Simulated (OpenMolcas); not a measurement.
Ionisation energies of cobalt

| Quantity | Value |
| --- | --- |
| Program | OpenMolcas |
| Basis | ANO-RCC-VQZP [7s6p4d3f2g1h] |
| Scalar Hamiltonian | DKH2, point nucleus |
| Spin-orbit coupling | state interaction with AMFI integrals over the reference wave functions, term energies averaged over their components |

Active shells in each charge state: the valence d shell, with orbitals averaged over the low states. Where CASPT2's correlated closed shells are named, they are those of the first ion.

A. CASSCF
B. SS-CASPT2, IPEA 0.25 Eh, imaginary shift 0.1 Eh (closed shells correlated: 3s 3p)
C. SS-CASPT2, IPEA 0 Eh, imaginary shift 0.1 Eh (closed shells correlated: 3s 3p)
D. SS-CASPT2, IPEA 0.25 Eh, imaginary shift 0.1 Eh (closed shells correlated: none)
E. SS-CASPT2, IPEA 0.25 Eh, imaginary shift 0.1 Eh (closed shells correlated: 2s 2p 3s 3p)

Energies in eV between the lowest computed levels, named as in B; reference values from the NIST Atomic Spectra Database with their kind.

| From | To | A | B | C | D | E | Spin-orbit share in B | Reference |
| --- | --- | --- | --- | --- | --- | --- | --- | --- |
| Co2+ 3d7 4F 9/2 | Co3+ 3d6 5D4 | 31.143 | 33.712 | 33.746 | 33.165 | 33.723 | +0.025 | 33.500 (semi-empirical) |
| Co3+ 3d6 5D4 | Co4+ 3d5 6S 5/2 | 49.205 | 51.315 | 51.302 | 50.849 | 51.332 | +0.074 | 51.270 (semi-empirical) |
| Co4+ 3d5 6S 5/2 | Co5+ 3d4 5D0 | 78.557 | 79.724 | 79.776 | 79.387 | 79.749 | -0.138 | 79.500 (semi-empirical) |
| Co5+ 3d4 5D0 | Co6+ 3d3 4F 3/2 | 101.639 | 102.728 | 102.766 | 102.298 | 102.760 | -0.065 | 102.000 (semi-empirical) |
| Co6+ 3d3 4F 3/2 | Co7+ 3d2 3F2 | 128.250 | 129.110 | 129.153 | 128.630 | 129.142 | -0.020 | 128.900 (semi-empirical) |
| Co7+ 3d2 3F2 | Co8+ 3d 2D 3/2 | 156.781 | 157.442 | 157.484 | 156.921 | 157.471 | +0.041 | 157.800 (semi-empirical) |

The lowest level within the active space need not be the ion's true ground level.
